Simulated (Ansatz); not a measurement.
Ansatz (a first-principles code) input:

Ansatz 0.2 input:
```yaml
crystal:
  periodic: [false, false, false]
  atoms:
    - {symbol: O, position_ang: [1.42900186, 0.33684483, -0.85309575]}
    - {symbol: Si, position_ang: [0.13788886, 0.03250321, -0.08231788]}
    - {symbol: F, position_ang: [0.19104713, -1.14820509, 1.03717143]}
    - {symbol: F, position_ang: [-0.51648680, 1.23814764, 0.79424826]}
    - {symbol: F, position_ang: [-1.15927799, -0.43992073, -0.94506232]}
basis:
  gaussian:
    orbitals: def2-TZVPD
hamiltonian:
  xc: {name: B3LYP}
total_charge: -1
output: {forces: true}
```

Problem. Predict the final energy.

Solution. -664.77718 Eh (B3LYP/def2-TZVPD). The basis has 203 functions.

It need not be the lowest isomer of its formula. Whether it binds its extra electron was not tested at this geometry.
